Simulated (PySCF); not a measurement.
C4CoO4, doublet, at a GFN2-xTB geometry (such geometries of metal compounds can be far from the true shape) (the multiplicity is a formal guess); DF-M06L/def2-SVP run with PySCF.

Input for PySCF:
```python
from pyscf import gto, scf, dft

mol = gto.M(
    atom='''
Co   -0.00000000    0.00000000   -0.00000000
O     1.34380130    1.24503415   -2.27102784
C     0.86099741    0.75018521   -1.36126207
O    -0.10742565   -1.32367666    2.59804143
C    -0.01698677   -0.80387044    1.58449758
O    -0.43982013   -2.49503246   -1.44735991
C    -0.31409387   -1.50642719   -0.88834170
O    -0.79655552    2.57367497    1.12034632
C    -0.52991678    1.56011242    0.66510619
''',
    basis='def2-svp',
    spin=1,
    verbose=4,
)

mf = dft.UKS(mol)
mf.xc = 'm06l'
mf = mf.density_fit(auxbasis='def2-universal-jkfit')
mf.kernel()
```

Question: Write the output that PySCF gives for this input, abridged.

Answer: 
```
PySCF version 2.14.0

[INPUT] verbose = 4
[INPUT] num. atoms = 9
[INPUT] num. electrons = 83
[INPUT] charge = 0
[INPUT] spin (= nelec alpha-beta = 2S) = 1
[INPUT] symmetry False subgroup None
[INPUT] Mole.unit = angstrom
[INPUT] Symbol           X                Y                Z      unit          X                Y                Z       unit  Magmom
[...]
nuclear repulsion = 603.394821180307
number of shells = 59
number of NR pGTOs = 265
number of NR cGTOs = 143
basis = def2-svp
ecp = {}

******** <class 'pyscf.df.df_jk.DFUKS'> ********
method = DFUKS
initial guess = minao
damping factor = 0
level_shift factor = 0
DIIS = <class 'pyscf.scf.diis.CDIIS'>
diis_start_cycle = 1
diis_space = 8
diis_damp = 0
SCF conv_tol = 1e-09
SCF conv_tol_grad = None
SCF max_cycles = 50
direct_scf = False
number electrons alpha = 42  beta = 41
XC library pyscf.dft.libxc version 7.1.2
    S. Lehtola, C. Steigemann, M. J. T. Oliveira, and M. A. L. Marques,  SoftwareX 7, 1–5 (2018)
XC functionals = m06l
    Y. Zhao and D. G. Truhlar,  J. Chem. Phys. 125, 194101 (2006)
    Y. Zhao and D. G. Truhlar,  J. Chem. Phys. 125, 194101 (2006)
    Y. Zhao and D. G. Truhlar,  Theor. Chem. Acc. 120, 215 (2008)
radial grids:
    Treutler-Ahlrichs [JCP 102, 346 (1995); DOI:10.1063/1.469408] (M4) radial grids

becke partition: Becke, JCP 88, 2547 (1988); DOI:10.1063/1.454033
pruning grids: <function nwchem_prune>
grids dens level: 3
symmetrized grids: False
atomic radii adjust function: <function treutler_atomic_radii_adjust>
small_rho_cutoff = 0
Set gradient conv threshold to 3.16228e-05
tot grids = 133704
init E= -1835.81874011197

cycle= 1 E= -1817.77811686521  delta_E=   18  |g|= 4.41  |ddm|=  4.3

cycle= 2 E= -1747.08359744939  delta_E= 70.7  |g|= 10.6  |ddm|= 38.4
cycle= 3 E= -1824.93536115415  delta_E= -77.9  |g|= 4.04  |ddm|= 33.2
cycle= 4 E= -1833.72129680541  delta_E= -8.79  |g|= 2.23  |ddm|= 6.75
cycle= 5 E= -1832.1078970823  delta_E= 1.61  |g|= 3.02  |ddm|= 1.67
cycle= 6 E= -1831.83751006472  delta_E= 0.27  |g|= 3.09  |ddm|= 0.342
cycle= 7 E= -1833.55119496901  delta_E= -1.71  |g|= 2.45  |ddm|= 0.835
cycle= 8 E= -1833.96448564152  delta_E= -0.413  |g|=  2.2  |ddm|= 0.23
cycle= 9 E= -1834.05995959616  delta_E= -0.0955  |g|= 2.13  |ddm|= 0.268
cycle= 10 E= -1824.98266299253  delta_E= 9.08  |g|= 4.81  |ddm|= 3.77
cycle= 11 E= -1834.48862622513  delta_E= -9.51  |g|= 1.83  |ddm|= 3.64
cycle= 12 E= -1834.66388456454  delta_E= -0.175  |g|= 1.68  |ddm|= 0.303
cycle= 13 E= -1835.11447637744  delta_E= -0.451  |g|= 1.18  |ddm|= 0.46
cycle= 14 E= -1834.55501816605  delta_E= 0.559  |g|= 1.75  |ddm|= 0.501
cycle= 15 E= -1835.29258976598  delta_E= -0.738  |g|= 0.896  |ddm|= 0.613
cycle= 16 E= -1835.11795121559  delta_E= 0.175  |g|= 1.19  |ddm|= 0.405
cycle= 17 E= -1835.07282660463  delta_E= 0.0451  |g|= 1.25  |ddm|= 0.207
cycle= 18 E= -1835.01929649399  delta_E= 0.0535  |g|= 1.32  |ddm|= 0.098
cycle= 19 E= -1835.51425876063  delta_E= -0.495  |g|= 0.257  |ddm|= 0.86
cycle= 20 E= -1835.53103124748  delta_E= -0.0168  |g|= 0.142  |ddm|= 0.274
cycle= 21 E= -1835.53701700751  delta_E= -0.00599  |g|= 0.0205  |ddm|=  0.1
cycle= 22 E= -1835.53721639191  delta_E= -0.000199  |g|= 0.0155  |ddm|= 0.0432
cycle= 23 E= -1835.53728945086  delta_E= -7.31e-05  |g|= 0.013  |ddm|= 0.0246
cycle= 24 E= -1835.53736057507  delta_E= -7.11e-05  |g|= 0.00497  |ddm|= 0.0121
cycle= 25 E= -1835.53736829295  delta_E= -7.72e-06  |g|= 0.00523  |ddm|= 0.00781
cycle= 26 E= -1835.53737393362  delta_E= -5.64e-06  |g|= 0.00292  |ddm|= 0.00294
cycle= 27 E= -1835.53737659508  delta_E= -2.66e-06  |g|= 0.000697  |ddm|= 0.00187
cycle= 28 E= -1835.53737674537  delta_E= -1.5e-07  |g|= 0.00029  |ddm|= 0.00062
cycle= 29 E= -1835.53737677715  delta_E= -3.18e-08  |g|= 0.00014  |ddm|= 0.000414
cycle= 30 E= -1835.53737678475  delta_E= -7.6e-09  |g|= 4.42e-05  |ddm|= 0.000143
cycle= 31 E= -1835.53737678615  delta_E= -1.4e-09  |g|= 2.95e-05  |ddm|= 8.73e-05
cycle= 32 E= -1835.53737678676  delta_E= -6.17e-10  |g|= 2.98e-05  |ddm|= 8.75e-05
Extra cycle  E= -1835.53737677539  delta_E= 1.14e-08  |g|= 0.0002  |ddm|= 0.000127
SCF not converged.
SCF energy = -1835.53737677539 after 50 cycles  <S^2> = 0.75302464  2S+1 = 2.0030224
```

The run did not converge; its last values are not results.
